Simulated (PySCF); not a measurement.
Sn(F)2(Br)(OH) (BrF2HOSn), SMILES [Br][Sn]([OH])([F])[F].

Coordinates come from a B3LYP-D3(BJ)/def2-SVP optimisation. The def2 effective core potentials stand for the cores of Sn; spin–orbit coupling is left out. Other conformers were not sampled.

Calculation: PBE/def2-TZVP run with PySCF.

Isolated molecule, no solvent.

### Question
Estimate the frontier levels, gap, dipole moment and polarisability. (The exact figures need the calculation; the answer reports its results.)

### Answer

| Property | Result |
|---|---|
| highest occupied level | -8.14 eV |
| lowest empty level | -4.24 eV |
| orbital gap | 3.90 eV |
| dipole moment | 1.28 D |
| quadrupole, principal values (traceless, Buckingham form, about the centre of nuclear charge) | -6.97, -5.94, 12.92 D·Å |
| mean static polarisability | 60.1 bohr³ (8.91 Å³) |
| polarisability, principal values | 49.6, 54.3, 76.4 bohr³ |
